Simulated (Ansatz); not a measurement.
The inner images of a band of BClH2O + H2S (8 atoms, charge 0, multiplicity 1) are given out of order.

Theory: RKS B3LYP-D4/6-31G* in Ansatz 0.2.0.

First end point:

```xyz
8
Properties=species:S:1:pos:R:3
B -0.051 -0.383 0.144
O -0.464 -0.871 1.330
H -1.412 -0.720 1.462
Cl 1.675 -0.545 -0.249
H -0.777 0.104 -0.665
S 0.427 2.670 1.545
H 1.306 2.742 0.523
H 1.203 1.810 2.237
```

Last end point:

```xyz
8
Properties=species:S:1:pos:R:3
B 0.159 0.562 0.150
O -0.025 -0.080 1.766
H -0.608 -0.862 1.760
Cl 1.485 -0.482 -0.530
H -0.922 0.380 -0.326
S 0.486 2.378 0.462
H 1.798 2.284 0.772
H -0.467 0.629 2.273
```

Problem. Put them in order from the first end to the last, with their energies above the first end.
A.
```xyz
8
Properties=species:S:1:pos:R:3
B 0.107 -0.051 0.202
O -0.116 -0.436 1.513
H -1.061 -0.546 1.690
Cl 1.731 -0.419 -0.445
H -0.778 0.179 -0.555
S 0.348 2.405 0.931
H 1.666 2.218 1.142
H 0.008 1.457 1.848
```
B.
```xyz
8
Properties=species:S:1:pos:R:3
B 0.185 0.407 0.141
O -0.061 -0.136 1.702
H -0.935 -0.564 1.784
Cl 1.658 -0.424 -0.506
H -0.831 0.195 -0.451
S 0.359 2.280 0.616
H 1.653 2.233 1.007
H -0.122 0.816 2.033
```
C.
```xyz
8
Properties=species:S:1:pos:R:3
B -0.037 -0.383 0.092
O -0.344 -0.760 1.350
H -1.291 -0.656 1.527
Cl 1.667 -0.480 -0.395
H -0.841 -0.022 -0.708
S 0.447 2.775 1.474
H 1.463 2.501 0.631
H 0.843 1.833 2.355
```
D.
```xyz
8
Properties=species:S:1:pos:R:3
B 0.189 0.507 0.139
O -0.065 -0.151 1.739
H -0.874 -0.694 1.749
Cl 1.605 -0.433 -0.496
H -0.857 0.281 -0.393
S 0.418 2.340 0.506
H 1.732 2.303 0.815
H -0.243 0.655 2.268
```
E.
```xyz
8
Properties=species:S:1:pos:R:3
B -0.001 -0.374 0.085
O -0.235 -0.685 1.378
H -1.178 -0.613 1.592
Cl 1.675 -0.469 -0.485
H -0.856 -0.071 -0.686
S 0.463 2.818 1.332
H 1.636 2.359 0.849
H 0.401 1.843 2.262
```
F.
```xyz
8
Properties=species:S:1:pos:R:3
B 0.157 0.252 0.200
O -0.093 -0.189 1.642
H -0.980 -0.577 1.736
Cl 1.696 -0.424 -0.474
H -0.804 0.184 -0.504
S 0.333 2.241 0.793
H 1.650 2.212 1.088
H -0.053 1.108 1.844
```
G.
```xyz
8
Properties=species:S:1:pos:R:3
B 0.057 -0.285 0.139
O -0.160 -0.630 1.432
H -1.098 -0.558 1.662
Cl 1.709 -0.472 -0.478
H -0.805 0.069 -0.599
S 0.414 2.689 1.115
H 1.697 2.277 1.062
H 0.092 1.717 1.992
```

Solution. C (+0.2 kJ/mol), E (+1.2 kJ/mol), G (+7.1 kJ/mol), A (+43.9 kJ/mol), F (+116.9 kJ/mol), B (+69.4 kJ/mol), D (+56.2 kJ/mol).

Run time: 7.7 min on 1 thread of Arm Neoverse V1, on a shared host, peak memory 0.17 GiB.
